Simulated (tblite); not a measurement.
C3H4NO3S (charge -1).
Structure used (GFN2-xTB), in Å, numbered top down from 1:
```xyz
12
C3H4NO3S angstrom
C     -1.2687   -1.1669   -0.4587
O     -1.2080    0.1355    0.0662
C      0.0773    0.7294   -0.0628
C      0.0504    2.0877    0.3096
N      0.0640    3.1852    0.6636
S      1.4729   -0.1826    1.1418
O      2.6526    0.6529    0.8548
O      1.5578   -1.5138    0.4855
H     -1.2317   -1.1465   -1.5586
H     -2.2258   -1.5827   -0.1414
H     -0.4481   -1.7856   -0.0883
H      0.5086    0.5867   -1.0612
```

Calculated harmonic vibrations of the isolated species, GFN2-xTB (tblite), most abundant isotopes, no scaling. This tight-binding method is rough: wavenumbers can miss measured ones by several per cent, in bad cases by 10 to 20. One conformer, not necessarily the lowest.

Harmonic wavenumbers (cm⁻¹): 37.3, 95.1, 128.7, 161.3, 182.4, 220.9, 258.6, 277.8, 389.9, 433.0, 494.5, 548.7, 616.4, 937.3, 970.6, 1037.9, 1062.3, 1108.2, 1118.8, 1144.2, 1175.4, 1268.9, 1403.1, 1472.4, 1489.9, 2331.5, 2861.4, 2876.5, 2967.0, 2994.9.

A = 1983, B = 1807, C = 996.7 MHz; mass 133.991 u (most abundant isotopes); point group C1, symmetry number 1.

Question: Zero-point energy?

Answer: Half the sum of the wavenumbers: 16032 cm⁻¹ = 45.84 kcal/mol.

Question: Entropy at 200 K, 1 bar (ideal gas, RRHO, classical rotation)?

Answer: Translation 38.63, rotation 27.70, vibration 17.70: S = 84.0 cal/(mol K).

Question: And Cp and H(200 K) − H(0)?

Answer: Cp = 26.12 cal/(mol K), of which vibrations give 18.17 (their classical limit is 30 R = 59.6); H(200 K) − H(0) = 3.52 kcal/mol without the zero-point energy, 1.93 from vibrations.

Question: Blend soft modes into free rotors: weight 1/[1 + (100 cm⁻¹/ν̃)⁴] for the oscillator and the rest for a rotor with moment μB/(μ + B), μ = h/(8π²ν), B = 10⁻⁴⁴ kg m². What vibrational entropy results?

Answer: 16.49 cal/(mol K) in place of 17.70, which changes −T·S at 200 K by +0.24 kcal/mol.

Question: Which modes carry the vibrational entropy at 200 K?

Answer: 37.3 cm⁻¹: 4.61; 95.1 cm⁻¹: 2.78; 128.7 cm⁻¹: 2.21; 161.3 cm⁻¹: 1.80; 182.4 cm⁻¹: 1.58; 220.9 cm⁻¹: 1.26 cal/(mol K); the other 24 give 3.45 together.

Question: How do the functions run with temperature in this model?

Answer: 
| T (K) | S (cal/(mol K)) | Cp (cal/(mol K)) | H − H(0) (kcal/mol) | G − H(0) (kcal/mol) | ln q(vib) |
| --- | --- | --- | --- | --- | --- |
| 100 | 68.7 | 18.3 | 1.27 | -5.61 | 1.61 |
| 300 | 95.8 | 32.2 | 6.44 | -22.30 | 6.40 |
| 500 | 114.7 | 42.1 | 13.92 | -43.42 | 10.66 |
| 800 | 136.7 | 51.2 | 28.06 | -81.28 | 16.20 |
| 1000 | 148.5 | 55.1 | 38.71 | -109.83 | 19.45 |

q(vib) and H(0) count from the zero-point level.

Question: What must be added to the electronic energy to get the Gibbs energy at 200 K and 1 bar?

Answer: ZPE + [H(200 K) − H(0)] − T·S = 45.84 + 3.52 − 16.81 = 32.55 kcal/mol.

Hindered rotation and anharmonicity are outside this model. Other conformers, if any are populated, would add a mixing term that is left out. The structure is chiral; the term R ln 2 for an equal mix with its mirror image is left out.
